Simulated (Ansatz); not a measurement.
System: sum formula SiH2F (charge 0, doublet). It need not be the lowest isomer of its formula. 
Structure (B3LYP-D3(BJ)/def2-TZVP (Ansatz, a program for electronic structure) minimum search):
```
Si
F 1 1.6108
H 1 1.4871 2 107.72
H 1 1.4871 3 111.30 2 -117.87
```
Charge 0, spin multiplicity 2.

Basis-set convergence of Hartree-Fock and CCSD(T) correlation energies (hartree) with Ansatz. Correlated levels leave the core frozen unless marked. UHF or UKS for open shells. Spin-orbit coupling is left out. Non-relativistic.

```
basis        functions       E(HF)  E(corr, CCSD(T))
-----------  ---------  ----------  ----------------
cc-pV(D+d)Z         47  -389.54804          -0.29699
cc-pV(T+d)Z         97  -389.60431          -0.38564
cc-pV(Q+d)Z        179  -389.61844          -0.41677
cc-pV(5+d)Z        301  -389.62143          -0.42806
```

Extrapolating the two largest sets (X = 4 and 5) as X^-3: E(corr) = (125·(-0.42806) - 64·(-0.41677))/61 = -0.4399 Eh, an estimate of the basis-set limit. The largest set recovers 97.3 % of it, the smallest 67.5 %.
